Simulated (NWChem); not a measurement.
Species: SiICl₂F; SMILES Cl[Si](I)(Cl)F

```xyz
5

F      1.8788     1.1205     0.0000
Si     0.2777     0.8539     0.0000
Cl    -0.5057     1.7331    -1.6786
Cl    -0.5057     1.7331     1.6786
I     -0.1070    -1.5435     0.0000
```
Atoms are numbered in this order, from 1.

Results from NWChem. STO-3G and 3-21G are far too small for this property and stand as cheap habits. The geometry was optimised at PBE-D3(BJ)/def2-SVP. def2 effective core potentials on I; no spin-orbit coupling. B3LYP is NWChem's, with the RPA form of VWN correlation. Field at 589 nm.

Problem. Among these, which level gives the lowest value of “anisotropy (bohr³)”?
A. B3LYP/def2-SVPD (core potentials)
B. B3LYP/STO-3G (all-electron, non-relativistic)
C. B3LYP/def2-SVP (core potentials)

Solution. B, B3LYP/STO-3G (all-electron, non-relativistic). Values: B3LYP/STO-3G (all-electron, non-relativistic) 28.7; B3LYP/def2-SVPD (core potentials) 31.0; B3LYP/def2-SVP (core potentials) 32.6
